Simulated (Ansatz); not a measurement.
`N[SiH2][SnH3]` → `N[SiH2]`• + `[SnH3]`• at 298.15 K and 1 bar (homolysis of the Si–Sn bond).

Computed with Ansatz on PBE0-D4/def2-TZVP structures; ΔE is electronic, products minus reactants. CCSD(T)/CBS is the MP2 limit (def2-TZVPP, def2-QZVPP) plus CCSD(T) − MP2 in def2-TZVPP, frozen cores. Open shells (•) are unrestricted, without spin–orbit coupling. def2 core potentials past Kr. For Sn outer-core shells are correlated without core-valence functions, which leaves a few kJ/mol of doubt a bond. Each species was taken in one conformer, which may not be the lowest.

```csv
species,CCSD(T)/CBS energy (Eh),H − E (kJ/mol),S (J/(mol·K))
`N[SiH2][SnH3]`,-562.02294,187.1,354.0
`N[SiH2]`•,-346.15077,120.2,264.3
`[SnH3]`•,-215.76138,57.1,239.9
```

H − E and S are ideal-gas, rigid-rotor, harmonic terms from PBE0-D4/def2-TZVP, for one conformer and one mirror image of each species, with the whole ground term of open shells counted as degenerate. 1 Eh = 2625.50 kJ/mol, R = 8.31446 J/(mol·K).

By hand: ΔE, ΔH, ΔS and ΔG.

ΔE = (-346.15077) + (-215.76138) − (-562.02294) = 0.11079 Eh = 290.9 kJ/mol. Δ(H − E) = 120.2 + 57.1 − 187.1 = -9.8, so ΔH = 281.1 kJ/mol. ΔS = 264.3 + 239.9 − 354.0 = 150.2 J/(mol·K). ΔG = 281.1 − 298.15 × (150.2)/1000 = 236.3 kJ/mol.

By hand: the equilibrium constant, and the temperature at which ΔG would vanish if ΔH and ΔS stayed fixed.

log₁₀ K = −ΔG/(RT ln 10) = -41.4. ΔG = 0 at ΔH/ΔS = 1872 K.

The number of gas molecules changes by +1, which sets the sign of ΔS. A doubt of 5 kJ/mol in ΔE shifts log₁₀ K by 0.9 here. Other conformers and mirror images would add mixing entropy, several J/(mol·K) or more a flexible species. Modes under 60 cm⁻¹, often nearly free rotors, make the harmonic entropy too high. These are equilibria of isolated gas molecules and say nothing of rates. Largest T1 diagnostic: 0.015 (customary marks: 0.02 for closed shells, 0.045 for open ones).
